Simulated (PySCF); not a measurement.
# Which element holds H most strongly?

CCSD(T) in PySCF with def2-TZVPP on every atom, for the lowest determinant that a PBE0 search found; no spin–orbit coupling. D0 is De less the harmonic zero-point energy.

```csv
M,state (unpaired electrons),Re (Å),ωe (cm⁻¹),D0(MH) (eV)
Si,doublet (π ↑),1.524,2044,2.99
Ge,doublet (π ↑),1.592,1908,2.79
C,doublet (π ↑),1.121,2848,3.36
Cu,singlet (closed shell),1.467,1870,2.57
Co,"triplet (π ↑, δ ↑)",1.509,1849,2.13
B,singlet (closed shell),1.234,2362,3.47
Ni,doublet (δ ↑),1.452,1969,2.84
```

Order the elements by D0 and give the energy of BH + Cu → CuH + B.

B > C > Si > Ni > Ge > Cu > Co; ΔE = 3.47 − 2.57 = +0.90 eV at CCSD(T)/def2-TZVPP. Close neighbours can swap at other levels.

Correlated steps freeze the inner cores (1 to 9 orbitals); shallow outer-core shells are correlated. UHF and ROHF references stand side by side, which adds small steps between rows. Spin–orbit coupling is left out. Where the molecule has an RHF reference, its open-shell atoms are computed with UHF. The CCSD T1 diagnostic is raised in CoH, CuH, NiH, a sign that a single reference may not be enough there. States were picked by a PBE0 search and need not be the measured ground states.
